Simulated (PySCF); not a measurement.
All values below come from r2SCAN-D4/def2-TZVP (PySCF). Gas-phase values, no solvent. One relaxed conformer stands for a flexible species; it need not be the lowest. Excitations are Tamm–Dancoff values on a coarser integration grid. The basis has no diffuse functions, so Rydberg states are missing or too high.

Reference species (SMILES): `[H]/B=C1\BO1` (neutral, multiplicity 1).

```
Item                       Value
----------------------  --------
S1 oscillator strength     0.000
HOMO–LUMO gap            2.58 eV
T1 excitation (TDA)      1.78 eV
LUMO                    -2.92 eV
```

Changed species: `B=C=BO`.

**Question.** What does the change do to the S1 oscillator strength, HOMO–LUMO gap, T1 excitation (TDA) and LUMO?

**Answer.** the S1 oscillator strength stays essentially unchanged; the HOMO–LUMO gap rises by 1.79 eV, to 4.37 eV; the T1 excitation (TDA) rises by 1.58 eV, to 3.36 eV; the LUMO increases by 1.27 eV, to -1.65 eV.
